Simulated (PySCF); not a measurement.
A PySCF script (with the pyscf-properties extension) for the NMR shieldings of SMILES C=C1[C@@H](B(Cl)Cl)C[C@@H]1Cl, C₅H₆BCl₃, on a GFN2-xTB geometry:

```python
import basis_set_exchange as bse
import numpy as np
from pyscf import gto, dft
from pyscf.prop import nmr

atoms = """
C    -0.925784   -0.350453    1.802765
C    -0.547186   -0.074309    0.573757
C     0.699446    0.573155   -0.027535
B     1.977047   -0.351116    0.146455
Cl    2.381680   -1.542303   -1.019983
Cl    2.924701   -0.236686    1.573044
C    -0.036225    0.583368   -1.391057
C    -1.196551   -0.207998   -0.771775
Cl   -2.805979    0.546231   -0.905019
H    -1.895329   -0.772330    2.006644
H    -0.288674   -0.150593    2.647130
H     0.861995    1.570188    0.387654
H     0.476404    0.072965   -2.202708
H    -0.325759    1.580130   -1.711306
H    -1.304201   -1.232259   -1.129977
"""
names = dict.fromkeys(["C", "B", "Cl", "H"], "pcSseg-1")
basis = {el: gto.basis.parse(bse.get_basis(n, elements=[el], fmt="nwchem")) for el, n in names.items()}
mol = gto.M(atom=atoms, basis=basis, charge=0, verbose=0)
mf = dft.RKS(mol, xc="PBE0")
mf.grids.level = 2
mf.grids.alignment = dft.numint.BLKSIZE   # the property module wants whole blocks of grid points
mf.conv_tol = 1e-9
mf.kernel()

calc = nmr.RKS(mf)   # GIAO
C = mf.mo_coeff
Co = C[:, mf.mo_occ > 0]
resp = mf.gen_response(singlet=True, hermi=2)
def vind(x):   # induced exchange potential for any number of trial vectors
    d = np.einsum("pi,xij,qj->xpq", C, 2 * x.reshape(-1, C.shape[1], Co.shape[1]), Co, optimize=True)
    return np.einsum("xpq,pi,qj->xij", resp(d - d.transpose(0, 2, 1)), C, Co, optimize=True).ravel()
mo1, _ = nmr.rhf.solve_mo1(calc, with_cphf=vind)
sigma = calc.kernel(mo1)
for i, s in enumerate(sigma):   # ppm
    w = np.linalg.eigvalsh((s + s.T) / 2)
    print("%2d %-2s iso %8.1f  s11 %8.1f  s22 %8.1f  s33 %8.1f" % (i, mol.atom_pure_symbol(i), w.mean(), *w))
```

**Question.** What does it print?

**Answer.** 
```
 0 C  iso     64.7  s11    -50.6  s22     76.8  s33    168.0
 1 C  iso     29.9  s11    -76.1  s22     37.7  s33    128.3
 2 C  iso    143.7  s11    123.4  s22    152.3  s33    155.4
 3 B  iso     40.1  s11      2.5  s22     33.0  s33     85.0
 4 Cl iso    698.6  s11    412.6  s22    734.4  s33    948.9
 5 Cl iso    678.0  s11    401.7  s22    736.3  s33    895.9
 6 C  iso    151.8  s11    127.5  s22    148.3  s33    179.5
 7 C  iso    127.9  s11    101.1  s22    133.1  s33    149.5
 8 Cl iso    742.5  s11    530.4  s22    648.5  s33   1048.7
 9 H  iso     25.9  s11     22.4  s22     24.9  s33     30.5
10 H  iso     26.0  s11     22.6  s22     25.0  s33     30.4
11 H  iso     28.2  s11     23.9  s22     28.8  s33     31.9
12 H  iso     28.7  s11     24.4  s22     29.1  s33     32.6
13 H  iso     29.3  s11     25.9  s22     28.4  s33     33.7
14 H  iso     26.9  s11     21.5  s22     28.2  s33     31.2
```

These numbers come from an equivalent density-fitted implementation of the same equations, which agrees with the script to about 0.01 ppm for H and up to a few tenths of a ppm for heavy atoms, so last digits may differ.

Size and cost of the density-fitted run: 204 basis functions, 71 s wall time on 1 thread of an Arm Neoverse N1, shared host; peak memory 0.92 GiB.
